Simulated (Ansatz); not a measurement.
C₄H₁₂Sn, singlet, at a GFN2-xTB geometry (such geometries of metal compounds can be far from the true shape) (all electrons, no relativity), with bond 17-5 at 2.4 times its length; Ansatz (a program for electronic structure) with SC-NEVPT2/STO-3G, CASSCF(2,2).

Input for Ansatz:
Ansatz 0.2 input:
```yaml
crystal:
  periodic: [false, false, false]
  atoms:
    - {symbol: Sn, position_ang: [-0.27973886, -0.00456527, 0.25460218]}
    - {symbol: C, position_ang: [-0.99382553, -1.69186059, -0.93337383]}
    - {symbol: C, position_ang: [-1.71122829, 1.64228597, 0.15104775]}
    - {symbol: C, position_ang: [1.72136118, 0.63240511, -0.40464808]}
    - {symbol: C, position_ang: [2.76020193, -0.47031381, -0.36344868]}
    - {symbol: H, position_ang: [-0.18221039, -0.51901904, 1.87209488]}
    - {symbol: H, position_ang: [-1.02555074, -1.41659186, -1.98205024]}
    - {symbol: H, position_ang: [-0.34039991, -2.54897035, -0.82116009]}
    - {symbol: H, position_ang: [-1.99144981, -1.97823262, -0.62280013]}
    - {symbol: H, position_ang: [-1.81805974, 1.97574620, -0.87497461]}
    - {symbol: H, position_ang: [-1.38236573, 2.48056426, 0.75294463]}
    - {symbol: H, position_ang: [-2.68122656, 1.32141777, 0.51033145]}
    - {symbol: H, position_ang: [1.62639788, 1.01460155, -1.42039482]}
    - {symbol: H, position_ang: [2.03949564, 1.46310145, 0.22240449]}
    - {symbol: H, position_ang: [2.48217712, -1.29506971, -1.01445554]}
    - {symbol: H, position_ang: [2.87678409, -0.85788953, 0.64500996]}
    - {symbol: H, position_ang: [5.07402590, 0.45085198, -1.15802395]}
basis:
  gaussian:
    orbitals: STO-3G
magnetization: {spin_polarized: false}
correlation: {method: sc_nevpt2, electrons: all, active_space: {window: {electrons: 2, orbitals: 2}}}
```

The log (banner, timings and long lists left out):

```
Functional definition: HF
808 factors; integrals over basis functions are off by at most 3.4e-5 eV
mean field evaluation 1: about -166518.3601 eV, gradient 2.1e1 eV
mean field evaluation 2: about -166518.5218 eV, gradient 2.1e1 eV
mean field evaluation 4: about -166523.0454 eV, gradient 3.7e0 eV
mean field evaluation 8: about -166523.1266 eV, gradient 2.8e-2 eV
mean field -166523.12182843 eV, -6119.6118537687 hartree, gradient 2.8e-6 eV, S^2 0.000000; 0 other end points of the search recorded, 0 dependent functions left out; unrestricted orbitals would lower it
reference -166523.12182843 eV, -6119.6118537687 hartree; 43, 43 occupied and 16, 16 virtual orbitals, 808 factors
state -166527.89783741 eV, -6119.7873688615 hartree
state -166527.89783741 eV, -6119.7873688615 hartree; corrected -166534.31885948 eV, -6120.0233370702 hartree
Total energy: -166534.31885948 eV, -6120.0233370702 hartree
```
